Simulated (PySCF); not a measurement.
Antimony: a sound run and one with changed settings

Sound run: Sb [Kr] 4d10 5s2 5p3, Sb⁺ [Kr] 4d10 5s2 5p2. All numbers are calculated (PySCF 2.14, scalar relativity by spin-free X2C-1e, in x2c-TZVPall). In the sound run the correlated levels freeze [Kr] 4d10. The sound run starts from symmetry-adapted Hartree-Fock orbitals and uses a fine grid where one is needed.

Changed run: basis STO-3G, all-electron and non-relativistic. This setting is unsound on purpose.

| species | method | sound run (hartree) | changed run (hartree) | converged |
| --- | --- | --- | --- | --- |
| Sb | UHF | -6477.95234 | -6251.36246 | yes |
| Sb | BP86 | -6481.44590 | -6253.79509 | yes |
| Sb | r2SCAN | -6480.73033 | -6253.55728 | yes |
| Sb | MP2 | -6478.01108 | -6251.36246 | yes |
| Sb⁺ | UHF | -6477.63714 | -6251.13175 | yes |
| Sb⁺ | BP86 | -6481.11292 | -6253.53899 | yes |
| Sb⁺ | r2SCAN | -6480.39332 | -6253.29654 | yes |
| Sb⁺ | MP2 | -6477.68147 | -6251.13914 | yes |

Ionisation energy of Sb:

```csv
method,sound run (eV),changed run (eV)
UHF,8.577,6.278
BP86,9.061,6.969
r2SCAN,9.171,7.095
MP2,8.969,6.077
SCS-MP2,8.850,6.037
```

A minimal basis cannot let orbitals breathe on ionisation and holds almost no correlation. The Hamiltonian changed with the basis, so the totals do not compare.

For comparison, NIST gives 8.608 eV between the lowest levels.
